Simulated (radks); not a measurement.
I21+, configuration [Ar] 3d10 4s2 4p2 (the NIST ground configuration). Calculated with a radial shooting solver on a logarithmic mesh with Libxc functionals: Dirac Kohn-Sham, exchange-only PBE, spin-unpolarised, spherical densities, finite nucleus; open shells fill j = l - 1/2 first; Fermi nuclear charge, rms radius 4.75 fm.

Spin-orbit splittings of the eigenvalues, e(l+1/2) - e(l-1/2), with zeta = 2 splitting/(2l+1) and mean radii in bohr:

shell  occ.  splitting (eV)  zeta (eV)  <r> j=l-1/2  <r> j=l+1/2
2p        6           299.5      199.7      0.09833       0.1040
3p        6           57.92      38.61       0.3000       0.3110
3d       10           12.38      4.954       0.2804       0.2838
4p        2               ?          ?       0.6699       0.6868

Estimate the 4p splitting.

Answer. 15.77 eV (zeta = 10.51 eV).
